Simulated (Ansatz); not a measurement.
Reaction (formal exchange of groups at the Si–Si bond): `B[SiH](F)[SiH2][SiH3]` + CH₃NH₂ → `NC[SiH2][SiH3]` + `B[SiH2]F`

Gas-phase electronic energies from Ansatz, PBE0-D4/def2-TZVP geometries. CCSD(T)/CBS is the MP2 limit (def2-TZVPP, def2-QZVPP) plus CCSD(T) − MP2 in def2-TZVPP, frozen cores. Functionals use def2-TZVPP. Each species was taken in one conformer, which may not be the lowest.

CCSD(T)/CBS gives +5.3 kcal/mol.

Another level gave +7.0 kcal/mol. Which?
A. RPA@PBE/def2-TZVPP
B. SCS-MP2/def2-TZVPP
C. revPBE-D4/def2-TZVPP
D. r2SCANh-D4/def2-TZVPP

D. r2SCANh-D4 7.0, revPBE-D4 8.4, RPA@PBE/def2-TZVPP 4.5, SCS-MP2/def2-TZVPP 3.4 kcal/mol.

Largest T1 diagnostic among the species: 0.014.

From PBE to PBE0 (25 % exact exchange), in def2-TZVPP and without D4, ΔE moves by −1.0 kcal/mol. Leaving LDA and LC-ωPBE aside and taking each functional with its dispersion term where it has one, the values, not all of them listed here, spread over 4.6 kcal/mol, from ωB97M-V to PBE-D4. LDA lies −0.8 kcal/mol from PBE without D4.

CCSD(T)/CBS has its own doubt, a few kJ/mol and more with outer-core shells, so smaller differences from it don't rank the levels.
